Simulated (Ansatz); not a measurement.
Cost and result up the ladder for InSi19H30, a doped nanocrystal cut from the lattice of silicon (In on an inner site) (50 atoms). Total charge 0; doublet. Geometry: PBE-D4/def2-SVP.

```xyz
50

Si    1.914    1.368    1.836
Si    1.729   -2.335    3.181
Si   -2.073    1.369    1.633
Si   -1.948   -2.322    3.043
Si    3.685   -1.350   -0.596
Si    0.091    2.793   -1.222
Si    2.175    0.436   -3.640
In    0.031   -1.220   -0.330
Si   -3.559   -1.419   -0.885
Si   -2.001    0.560   -3.729
Si    1.942   -0.048    3.721
Si    3.834    0.655    0.646
Si   -0.017    1.207    0.501
Si   -0.058   -2.797    1.710
Si   -2.249   -0.029    3.523
Si   -3.870    0.603    0.294
Si    1.931   -1.389   -2.183
Si    1.969    2.555   -2.623
Si   -1.745    2.663   -2.688
Si   -1.707   -1.325   -2.354
H     2.199    2.780    2.299
H     3.044   -2.794    2.603
H     1.514   -3.094    4.470
H    -2.417    2.781    2.052
H    -1.814   -3.050    4.360
H    -3.210   -2.816    2.384
H     3.520   -2.528    0.328
H     4.996   -1.524   -1.334
H     0.124    4.201   -0.671
H     3.560    0.333   -4.237
H     1.190    0.321   -4.773
H    -3.396   -2.580    0.060
H    -4.803   -1.666   -1.712
H    -1.083    0.477   -4.920
H    -3.419    0.465   -4.250
H     3.291    0.144    4.375
H     0.893    0.349    4.723
H     4.922    0.408    1.667
H     4.340    1.722   -0.288
H    -0.054   -4.280    1.414
H    -1.310    0.405    4.616
H    -3.658    0.137    4.043
H    -5.042    0.366    1.220
H    -4.305    1.633   -0.716
H     1.941   -2.693   -2.945
H     3.247    2.865   -1.891
H     1.834    3.558   -3.745
H    -1.533    3.666   -3.798
H    -3.029    3.023   -1.990
H    -1.614   -2.583   -3.184
```

Ansatz on 2 threads of AMD EPYC 7R13 on a shared host and a share (18 GiB) of an NVIDIA H100 80GB HBM3. Times are rough, and most runs start from the orbitals of an earlier one. ωB97M-V/def2-SVP serves as the yardstick here, not as an exact answer. Differences are given only for rows in sets of like size (and for xTB, whose basis is part of the method), since another set adds its own error. Binding counts from free atoms at the same level (Si triplet, In doublet, H doublet; other spins of the atoms weren't run), without zero-point energy or a counterpoise term.

In the def2 sets In takes a core potential, while STO-3G treats all electrons; there is no spin–orbit coupling. Single mean-field runs in def2-SVP, def2-mTZVP are fitted with def2-universal-jkfit.

```csv
level,functions,binding energy per atom (eV),difference from ωB97M-V/def2-SVP (eV)
PBE0-D4/def2-SVP,518,3.13,-0.01
PBE-D4/def2-SVP (with forces),518,3.14,-0.01
r2SCAN-D4/def2-SVP,518,3.15,0.00
ωB97M-V/def2-SVP (with forces),518,3.14,0.00
r2SCAN-D4/def2-mTZVP,544,3.10,–
revPBE-D4/def2-SVP,518,3.10,-0.05
HF/STO-3G,228,3.57,–
```

Task: Estimate how long each takes.

Result: HF/STO-3G 3.7 s; revPBE-D4/def2-SVP 6.5 s; r2SCAN-D4/def2-mTZVP 9.5 s; PBE0-D4/def2-SVP 12 s; PBE-D4/def2-SVP (with forces) 12 s; r2SCAN-D4/def2-SVP 16 s; ωB97M-V/def2-SVP (with forces) 33 s. On shared hardware such times vary by a factor of up to 3.
